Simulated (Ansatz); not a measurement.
M(NH2)3 with several metals: PBE-D4/def2-SVP single points in Ansatz on relaxed structures, gas phase. Core potentials for Dy, La, Nd, no spin–orbit coupling. HOMO and LUMO are taken over both spins. With an open 4f shell the SCF may have ended above the lowest state. Singlets are spin-restricted. Names give formal oxidation states. The structures are stationary points that may keep the symmetry of their start. Remarks come from the PBE and PBE0 runs and from stability tests at other levels; not every state was tested.

```
          species  atoms    state            geometry  HOMO (eV)  LUMO (eV)  gap (eV)  point group (within 0.1 Å)                                        remarks
La(NH2)3 (LaN3H6)     10  singlet  r2SCAN-D4/def2-SVP      -4.49      -1.73      2.76                         C3v                                              –
Co(NH2)3 (CoN3H6)     10  quintet    PBE0-D4/def2-SVP      -4.18      -3.19      0.99                         D3h  triplet lower at PBE, spin states tie at PBE0
  V(NH2)3 (VN3H6)     10  triplet     PBE-D4/def2-SVP      -3.05      -1.59      1.45                          Cs                                              –
Dy(NH2)3 (DyN3H6)     10   sextet  r2SCAN-D4/def2-SVP      -4.27      -3.43      0.84                          Cs                                              –
```

(1) Estimate the rows for Cr(NH2)3 (CrN3H6) (quartet, r2SCAN-D4/def2-SVP geometry); Nd(NH2)3 (NdN3H6) (quartet, PBE-D4/def2-SVP geometry).

(1) 
```
          species  atoms    state            geometry  HOMO (eV)  LUMO (eV)  gap (eV)  point group (within 0.1 Å)
Cr(NH2)3 (CrN3H6)     10  quartet  r2SCAN-D4/def2-SVP      -4.31      -1.69      2.63                          D3
Nd(NH2)3 (NdN3H6)     10  quartet     PBE-D4/def2-SVP      -4.10      -2.82      1.28                          C3
```

The gap (eV) runs from 0.84 (Dy(NH2)3) to 2.76 (La(NH2)3).
